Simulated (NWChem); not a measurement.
# CdSiH3Cl; SMILES [Cl][Cd][SiH3]

```xyz
6

Cd    -0.3806     0.2289    -0.0004
Cl     0.1021     2.4853    -0.0007
Si    -0.9017    -2.2019    -0.0002
H     -1.6566    -2.5760    -1.2359
H     -1.7360    -2.5587     1.1887
H      0.3567    -3.0089     0.0468
```
Atoms are numbered in this order, from 1.

Level: PBE0/def2-SVP with def2 effective core potentials on Cd (NWChem), optimised geometry, unscaled harmonic frequencies. def2 effective core potentials on Cd; no spin-orbit coupling.

```tsv
frequency (cm⁻¹)	IR intensity (km/mol)
77	5.6
77	5.6
285	4.4
388	51.1
465	1.8
465	1.8
848	297.9
936	40.2
937	40.1
2219	63.9
2232	74.6
2233	74.6
```

```json
{
  "zero_point_energy": "15.9 kcal/mol",
  "thermal correction to the enthalpy at 298.15 K (with zero-point energy)": "20.2 kcal/mol",
  "heat capacity Cv": "17.2 cal/(mol K)",
  "entropy at 298.15 K and 1 atm (symmetry number 3)": "76.8 cal/(mol K)"
}
```

Rigid rotor and harmonic oscillator; modes under 100 cm⁻¹ make the entropy uncertain.
